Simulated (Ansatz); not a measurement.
Molecule: bromoborane, sum formula BH2Br (charge 0, singlet). 
Geometry from a B3LYP-D3(BJ)/def2-TZVP (Ansatz, an electronic-structure program) optimisation:
SMILES: BBr
```xyz
4

B     -1.5458     0.1038    -0.1796
Br     0.3404    -0.0229     0.0396
H     -1.9662     0.9940    -0.8363
H     -2.2187    -0.7130     0.3500
```

Computed values are from Ansatz. Correlated levels leave the core frozen unless marked. Open shells are spin-unrestricted. No spin-orbit coupling. Frozen are the shells of the preceding noble gas and the d and f shells that filled before the atom's block. Non-relativistic. CBS(X,Y): correlation extrapolated as X^-3; Hartree-Fock from the larger set (for Q and 5 zeta extrapolated as (X+1)exp(-9√X)).

The atomisation energy De comes out as 1179.9 kJ/mol at CCSD(T)/CBS(cc-pVQZ,cc-pV5Z) and the vertical ionisation energy (to the doublet) comes out as 11.04 eV at CCSD(T)/CBS(aug-cc-pVTZ,aug-cc-pVQZ). The vertical electron affinity (to the doublet; negative means unbound) comes out as 0.08 eV at CCSD(T)/CBS(aug-cc-pVTZ,aug-cc-pVQZ). The vertical triplet-singlet gap is 4.66 eV at CCSD(T)/CBS(aug-cc-pVTZ,aug-cc-pVQZ), the total energy comes out as -2598.6852 Eh at CCSD(T)/CBS(cc-pVQZ,cc-pV5Z) and the dipole moment is 0.62 D at CCSD(T)/aug-cc-pVDZ. The T1 diagnostic is 0.013 at CCSD/cc-pV5Z.
